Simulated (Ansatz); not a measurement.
cyclo-(F2SiCH2)4 (C4H8F8Si4), relaxed as a singlet with RKS r2SCAN-D4/def2-SVP in Ansatz, starting from the GFN2-xTB geometry. Force threshold 0.03 eV/Å.

Start:

```xyz
24

Si    1.775   -0.405    1.091
F     3.188   -0.887    1.688
F     1.260    0.545    2.283
C     2.069    0.630   -0.458
Si    0.891    0.325   -1.898
F     1.567    0.856   -3.257
F     0.863   -1.258   -2.183
C    -0.875    0.977   -1.781
Si   -1.434    1.563   -0.078
F    -0.333    2.602    0.470
F    -2.701    2.538   -0.244
C    -1.802    0.276    1.250
Si   -1.233   -1.484    0.885
F    -1.789   -1.888   -0.570
F    -2.054   -2.510    1.810
C     0.608   -1.882    0.989
H     2.034    1.681   -0.177
H     3.085    0.443   -0.807
H    -0.980    1.810   -2.476
H    -1.549    0.199   -2.136
H    -1.358    0.614    2.185
H    -2.880    0.254    1.417
H     0.873   -2.495    0.128
H     0.775   -2.506    1.868
```

**Question.** Estimate the energy that the relaxation releases and the steps that it takes.

**Answer.** 0.30 eV, in 5 steps; 16 s on 2 threads of AMD EPYC 7R13 on a shared host and a share (18 GiB) of an NVIDIA H100 80GB HBM3. No frequencies were taken in this run, so the end may be a saddle point.

**Question.** Does the start keep its bonding and symmetry?

**Answer.** By distances, no bond broke or formed. The bond that changes most is C12–Si13, from 1.89 to 1.85 Å (atoms count from 1).

**Question.** Predict the relaxed structure.

**Answer.** 
```csv
atom,x (Å),y (Å),z (Å)
Si1,1.769,-0.420,1.084
F2,3.206,-0.977,1.578
F3,1.227,0.544,2.275
C4,2.027,0.607,-0.442
Si5,0.899,0.336,-1.886
F6,1.574,0.991,-3.204
F7,0.861,-1.267,-2.151
C8,-0.845,0.957,-1.744
Si9,-1.435,1.553,-0.092
F10,-0.306,2.583,0.460
F11,-2.778,2.432,-0.305
C12,-1.767,0.275,1.214
Si13,-1.233,-1.469,0.895
F14,-1.782,-1.859,-0.584
F15,-2.002,-2.447,1.931
C16,0.585,-1.840,0.972
H17,1.993,1.669,-0.139
H18,3.053,0.401,-0.797
H19,-0.939,1.810,-2.442
H20,-1.515,0.159,-2.112
H21,-1.315,0.636,2.156
H22,-2.862,0.250,1.366
H23,0.836,-2.465,0.096
H24,0.747,-2.460,1.873
```
Bond lengths: 8 × C–Si 1.85 to 1.86 Å; 8 × F–Si 1.62 to 1.63 Å; 8 × C–H 1.10 to 1.11 Å.
